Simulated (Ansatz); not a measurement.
A structure relaxed at PBE0-D4/def2-TZVP, charge 0, multiplicity 2:

```
atom    x (Å)    y (Å)    z (Å)
  C1   0.5299  -0.6623   1.0445
  C2  -0.3656  -0.6382   0.0611
 Ge3  -0.8477   0.9595  -0.9049
 Cl4   0.6432   2.4704  -0.4866
  H5   0.7523  -1.5767   1.5869
  H6   1.0843   0.2247   1.3350
  H7  -0.9164  -1.5408  -0.1954
  H8  -0.8799   0.7634  -2.4408
```

Question: Give its formula and SMILES.

Answer: C2H4ClGe, `C=[CH][GeH][Cl]`.

Question: Summarise the bond lengths by kind.

Answer: 1 × C–C 1.330 Å; 3 × C–H 1.086 to 1.088 Å; 1 × C–Ge 1.928 Å; 1 × Cl–Ge 2.163 Å; 1 × Ge–H 1.549 Å.

Program: Ansatz 0.2.0.
